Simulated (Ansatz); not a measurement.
Consider the atomization: `C[SiH2][B](N)[AlH2]` → Al• + B• + C• + 9 H• + N• + Si•.

Isolated molecules relaxed with PBE0-D4/def2-TZVP in Ansatz; ΔE leaves out vibrations. CBS: MP2 limit from def2 TZ/QZ plus the TZ coupled-cluster correction, frozen cores. This one scheme is used for every species, atoms too. DFT in def2-TZVPP. B3LYP here is the variant with VWN-RPA as its local correlation; programs differ in this. Open shells (•) are unrestricted, without spin–orbit coupling. Spin–orbit coupling would lower the free atoms: a little for Al, B, C, Si. One conformer a species, not always the lowest.

`C[SiH2][B](N)[AlH2]`:

```xyz
14

C     0.018    0.331   -2.228
Si   -0.334   -0.943   -0.887
B     0.141   -0.257    0.950
N     0.984   -1.017    1.755
Al   -0.592    1.598    1.742
H     1.082    0.574   -2.266
H    -0.280   -0.038   -3.211
H    -0.532    1.254   -2.031
H     0.393   -2.214   -1.216
H    -1.793   -1.273   -0.922
H     1.379   -1.902    1.469
H     1.260   -0.754    2.689
H    -1.443    2.645    0.892
H    -0.283    1.998    3.263
```

```
             level  ΔE (kJ/mol)  difference from CCSD(T)/CBS
            PBE-D4       4662.9                         41.9
         r2SCAN-D4       4634.6                         13.6
           PBE0-D4       4619.6                         -1.4
           ωB97X-V       4656.1                         35.1
           ωB97M-V       4643.5                         22.5
            B2PLYP       4575.2                        -45.8
              PBE0       4595.0                        -26.0
             B3LYP       4596.8                        -24.2
     HF/def2-TZVPP       3458.8                      -1162.2
    MP2/def2-TZVPP       4518.2                       -102.8
   CCSD/def2-TZVPP       4453.8                       -167.2
     HF/def2-QZVPP       3465.1                      -1155.9
    MP2/def2-QZVPP       4586.0                        -35.0
SCS-MP2/def2-QZVPP       4620.7                         -0.3
     MP2/CBS(def2)       4632.5                         11.5
    CCSD/CBS(def2)       4568.2                        -52.8
       CCSD(T)/CBS       4621.0                            0
```

Largest T1 diagnostic among the species: 0.018.

The D4 term adds +46.1 kJ/mol with B3LYP and +24.6 kJ/mol with PBE0; it sums over pairs of atoms, weighted by their polarisabilities, and B3LYP, whose exchange is more repulsive, gets the larger term. From PBE to PBE0 (25 % exact exchange), in def2-TZVPP and without D4, ΔE moves by −39.3 kJ/mol: exact exchange takes away binding that semilocal exchange gives to molecules.

For atomizations the MP2-based limit and the directly extrapolated one differ by several kJ/mol either way, and by 10 to 25 for some Ge, Se and Sn compounds, so smaller differences from it don't rank the levels.
